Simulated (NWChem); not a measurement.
Lowest excitation of H6Al2O2

SMILES: [OH][AlH2].[AlH2][OH]
```xyz
10

Al     0.0000     0.0000    -1.4398
Al     0.0000     0.0000     1.4398
O      0.0682    -1.2250     0.0000
H     -0.4229    -2.0643     0.0000
H     -1.3925    -0.1855    -2.2043
H      1.3925     0.1855    -2.2043
O     -0.0682     1.2250     0.0000
H      0.4229     2.0643     0.0000
H     -1.3925    -0.1855     2.2043
H      1.3925     0.1855     2.2043
```
Charge 0, spin multiplicity 1.

Everything below was run with NWChem. The geometry was optimised at PBE/def2-SVP, a minimum by its harmonic frequencies. It is one conformer; others weren't searched.

Basis set: 6-31+G*.

The correlated methods keep 12 core orbitals frozen. B3LYP has NWChem's definition, with VWN1-RPA local correlation. The Pople sets run with spherical d functions. The structure started from a generated list of species. Coupled-cluster values serve here as a point of comparison, not as the truth.

**Question.** Order these methods by the lowest vertical singlet excitation energy they give, lowest first: TD-PBE, CIS, EOM-CCSD, TD-B3LYP.

**Answer.** TD-PBE (5.08 eV), TD-B3LYP (5.75 eV), EOM-CCSD (6.42 eV), CIS (7.47 eV)
